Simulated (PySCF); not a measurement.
Cl₂H₄N₂Sn, SMILES [NH2][Sn]([Cl])([Cl])[NH2].

Geometry optimised at r2SCAN-D4/def2-SVP. The structure was generated by enumeration; whether it is a known compound was not checked. The def2 effective core potentials stand for the cores of Sn; spin–orbit coupling is left out. One conformer was computed; it need not be the lowest.

Two levels are set side by side: PBE/def2-TZVP (PySCF) and M06-2X/def2-TZVP (PySCF). Same geometry, gas phase. Differences are taken from unrounded values.

```tsv
quantity	M06-2X	PBE	PBE minus M06-2X
orbital gap (eV)	8.80	3.95	-4.85
highest occupied level (eV)	-9.66	-6.80	2.86
lowest empty level (eV)	-0.86	-2.85	-1.99
dipole moment (D)	1.56	1.75	0.20
mean polarisability (bohr³)	76.2	81.6	5.4
```

Without exact exchange PBE keeps part of each electron's self-repulsion, which lifts occupied levels and narrows the gap. PBE's more diffuse valence density responds more strongly to a field. Differences between two approximate levels are no errors against the true value.

Rough cost on one machine, each run with all the roots and properties that it gave: M06-2X against PBE about 2 times.
